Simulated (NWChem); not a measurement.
Molecule: ZnSiNH₅O; SMILES [SiH3][O][Zn][NH2]

```xyz
9

Zn     0.0569     0.8304     0.0001
N     -0.1428     2.6299     0.0014
H     -0.6237     3.0262     0.8060
H     -0.5701     3.0335    -0.8292
O      0.4722    -0.8865     0.0045
Si    -0.1564    -2.3979    -0.0010
H     -1.6516    -2.3907    -0.1673
H      0.1405    -3.1163     1.2798
H      0.4106    -3.2116    -1.1229
```
Atoms are numbered in this order, from 1.

Computed with NWChem. Pople sets run with spherical d functions. The geometry was optimised at PBE0/def2-SVP. No frequency run checked for a minimum. Level SCAN/6-31G*: energy and gradient on several grids; changes count from the extra-fine grid, which is no exact limit either.

```tsv
grid	size of the energy change (μHa)	largest change of a gradient component (μHa/bohr)
xcoarse	20000	3000
coarse	10000	3000
medium	5000	800
fine	700	300
xfine	< 10	< 30
```
